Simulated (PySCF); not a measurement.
[CuCl4]2-, CuCl4 (charge -2 and doublet state).
SMILES with atom numbers: `[Cl:1][Cu-2:2]([Cl:3])([Cl:4])[Cl:5]`
The ion is multiply charged and has no counter-ions or solvent; whether it holds all its electrons wasn't checked.

Computed by this run: PBE0-D3(BJ)/def2-SVP geometry optimisation, gas phase in PySCF 2.14.0; unrestricted, density fitting, grid level 1; the optimiser is geomeTRIC in internal coordinates, started from a GFN2-xTB structure with every atom displaced at random (about 0.03 Å).

Step 0: E = -94690.3907 eV
```
atom  x, y, z in Å  |  force x, y, z in eV/Å
Cl1    -0.5307    1.8788    0.9737   -0.440   1.443   0.582
Cu2    -0.0173   -0.0031   -0.0227    0.780   0.434  -0.012
Cl3     0.2729   -1.7404    1.2094    0.294  -1.618   0.965
Cl4    -1.6237   -0.5872   -1.2995   -1.681  -0.480  -1.149
Cl5     1.9908    0.3471   -0.9574    1.047   0.221  -0.386
```

Step 1: E = -94690.7968 eV
```
atom  x, y, z in Å  |  force x, y, z in eV/Å
Cl1    -0.5586    1.9659    0.9704   -0.175   0.527   0.134
Cu2    -0.0072   -0.0083   -0.0170    0.423   0.193   0.017
Cl3     0.3006   -1.8365    1.2383    0.143  -0.649   0.310
Cl4    -1.7112   -0.5934   -1.3265   -0.733  -0.157  -0.404
Cl5     2.0684    0.3675   -0.9616    0.342   0.087  -0.057
```

Step 2: E = -94690.8981 eV
```
atom  x, y, z in Å  |  force x, y, z in eV/Å
Cl1    -0.5797    2.0265    0.9354   -0.039   0.082  -0.050
Cu2     0.0033   -0.0148   -0.0134    0.221   0.092   0.002
Cl3     0.3323   -1.9130    1.2369    0.056  -0.169   0.019
Cl4    -1.7887   -0.5875   -1.3212   -0.252  -0.018  -0.053
Cl5     2.1249    0.3840   -0.9342    0.013   0.013   0.082
```

Step 3: E = -94690.9168 eV
```
atom  x, y, z in Å  |  force x, y, z in eV/Å
Cl1    -0.5905    2.0538    0.8936    0.013  -0.068  -0.097
Cu2     0.0112   -0.0193   -0.0140    0.114   0.052  -0.010
Cl3     0.3559   -1.9550    1.2182    0.012   0.003  -0.063
Cl4    -1.8389   -0.5779   -1.2982   -0.053   0.025   0.062
Cl5     2.1544    0.3936   -0.8961   -0.085  -0.012   0.108
```

Question: Estimate the geometry and energy of step 4. (The exact step hangs on the optimiser's Hessian estimate; all steps are aligned on step 3, rigid shifts and turns removed.)

Answer: E = -94690.9259 eV, largest force 0.156 eV/Å
```
atom  x, y, z in Å  |  force x, y, z in eV/Å
Cl1    -0.5972    2.0681    0.8433    0.035  -0.117  -0.098
Cu2     0.0194   -0.0234   -0.0169    0.022   0.028  -0.012
Cl3     0.3766   -1.9863    1.1895   -0.017   0.074  -0.078
Cl4    -1.8810   -0.5659   -1.2631    0.064   0.033   0.094
Cl5     2.1742    0.4027   -0.8493   -0.105  -0.018   0.094
```

The energy changes by -0.0091 eV. The first-order estimate −F·Δx gives -0.0144 eV and the mean of the old and new forces, exact on a quadratic surface, -0.0101 eV. The step makes an angle of 56° with the force vector and moves no atom by more than 0.056 Å.

The cost below is that of the whole optimisation. The run took 3.4 min wall on an Intel Xeon Platinum 8259CL at 2.50 GHz with one thread, no GPU, shared host, and the process peaked at 0.49 GiB of memory.
